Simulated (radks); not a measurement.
Sm XXVII, configuration [Kr]. Method: scalar-relativistic Kohn-Sham, BLYP, spin-polarised, spherical densities, finite nucleus; Fermi nuclear charge, rms radius 5.0819 fm; computed with a radial shooting solver on a logarithmic mesh with Libxc functionals.

Normalised radial functions P(r) = r R(r), r in bohr:

r	3d
0.00117	0.0000
0.001487	0.0000
0.00189	0.0001
0.002422	0.0002
0.003079	0.0004
0.003946	0.0007
0.005016	0.0014
0.006428	0.0027
0.008171	0.0051
0.01039	0.0099
0.01331	0.0191
0.01692	0.0357
0.02169	0.0671
0.02757	0.1210
0.03505	0.2120
0.04491	0.3648
0.05709	0.5901
0.07316	0.9156
0.093	1.3077
0.1182	1.7196
0.1515	2.0536
0.1926	2.1543
0.2468	1.9366
0.3138	1.4539
0.4021	0.8560
0.5111	0.3876
0.6498	0.1239
0.8327	0.0239
1.059	0.0028
1.356	0.0001
1.724	0.0000

3d: eigenvalue -1893.1 eV, 0 radial nodes, <r> = 0.227 bohr, 90 % of the charge inside 0.353 bohr.
